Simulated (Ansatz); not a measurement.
FH5NPSi can be A, `F[SiH2]NP`, or B, `N[SiH](F)P`.

Gas-phase electronic energies from Ansatz, PBE0-D4/def2-TZVP geometries. CBS: MP2 limit from def2 TZ/QZ plus the TZ coupled-cluster correction, frozen cores. Functionals use def2-TZVPP. B3LYP here is the variant with VWN-RPA as its local correlation; programs differ in this. One conformer a species, not always the lowest.

Task: Which isomer does CCSD(T)/CBS put lower? Give the gap. (Best estimate.)

Result: The calculation gave: B, by 44.5 kJ/mol.

Task: Give E(B) − E(A) in kJ/mol with CCSD/def2-TZVPP, CCSD(T)/def2-TZVPP, PBE-D4, B3LYP, B2PLYP, BLYP-D4, r2SCAN-D4. (Best estimate.)

Result: The calculation gave: CCSD/def2-TZVPP -40.1, CCSD(T)/def2-TZVPP -42.2, PBE-D4 -55.7, B3LYP -42.2, B2PLYP -41.2, BLYP-D4 -43.5, r2SCAN-D4 -52.5. None reverses the order clearly.

Task: Does the order hold for the free energy at 298.15 K (harmonic terms from PBE0-D4)? (An estimate is asked.)

Result: Computed: Yes: G(B) − G(A) = -40.6 kJ/mol, for one conformer each.

Largest T1 diagnostic: 0.012.

In def2-TZVPP, CCSD(T) changes the Hartree–Fock value by −15.3 kJ/mol (the triples alone add −2.1 kJ/mol) and MP2 by −14.7 kJ/mol. At CCSD(T), def2-SVP lies +6.3 kJ/mol from the extrapolated value and def2-TZVPP +2.2 kJ/mol.
